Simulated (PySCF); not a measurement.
Species: C5H10F2.
Bonds: C1–C2, C2–C3, C2–C4, C4–C5, C5–F6, C5–F7. Hydrogens: H8, H9, H10 on C1; H11 on C2; H12, H13, H14 on C3; H15, H16 on C4; H17 on C5.

Level: CAM-B3LYP/def2-SVPD in PySCF, non-relativistic, on one gas-phase PBE0-D3(BJ)/def2-SVP geometry that isn't relaxed in the solvent. The solvent is an IEF-PCM continuum (Bondi radii, 1.10 Å for H, scaled by 1.2). Specific hydrogen bonds and non-electrostatic terms are outside this model.

Gas phase at CAM-B3LYP/def2-SVPD: HOMO -10.69 eV, LUMO 1.24 eV, dipole 2.43 D.

Q: What does the continuum do to the energy, the frontier levels and the dipole at CAM-B3LYP/def2-SVPD in acetone and water?

A: 
```tsv
solvent	ε	E(solvent) − E(gas) (kJ/mol)	polarisation term (kJ/mol)	distortion of the solute (kJ/mol)	HOMO (eV)	LUMO (eV)	dipole (D)
acetone	20.49	-14.92	-16.98	2.06	-10.47	1.51	2.88
water	78.36	-15.83	-18.18	2.35	-10.46	1.52	2.91
```

The first energy column is the sum of the next two and covers electrostatics alone. The atom shares or the degeneracy of the HOMO differ from the gas phase in acetone and water, so that column needn't follow one orbital. From acetone to water the lowering changes by a factor 1.06, Onsager's factor (ε − 1)/(2ε + 1) by 1.06 and ε itself by 3.8.

Q: Which radius a makes the point-dipole formula ΔE = −[(ε − 1)/(2ε + 1)]·μ²/a³ give the value in water, with the gas-phase dipole?

A: μ = 0.955 au and |ΔE| = 0.00603 Eh give a = 2.22 Å; the farthest nucleus lies 3.19 Å from the centroid of the nuclei, so such a sphere wouldn't even hold the nuclei. The formula assumes a rigid point dipole at the centre of a sphere.

Q: How does the static polarisability (CAM-B3LYP/def2-SVPD, frozen core, with the continuum's full static response) change?

A: 
```tsv
medium	isotropic (au)	principal values (au)	⟨r²⟩ of the electrons (bohr²)
gas	64.1	58.7, 63.8, 69.8	965.3
acetone	83.4	80.4, 83.6, 86.1	965.9
water	85.0	82.4, 85.1, 87.3	965.9
```

The isotropic value in water is 1.32 times the gas-phase one; no cavity-field correction is applied. ⟨r²⟩ is taken about the centre of nuclear charge.

Time: 44 s. Hardware: Arm Neoverse V2, one thread, on a shared host. This is the whole response run at CAM-B3LYP/def2-SVPD in water, SCF included.

The values belong to the conformer `[CH3:1][CH:2]([CH3:3])[CH2:4][CH:5]([F:6])[F:7]`: C1–C2–C4–C5 174°, C2–C4–C5–F6 -58°.
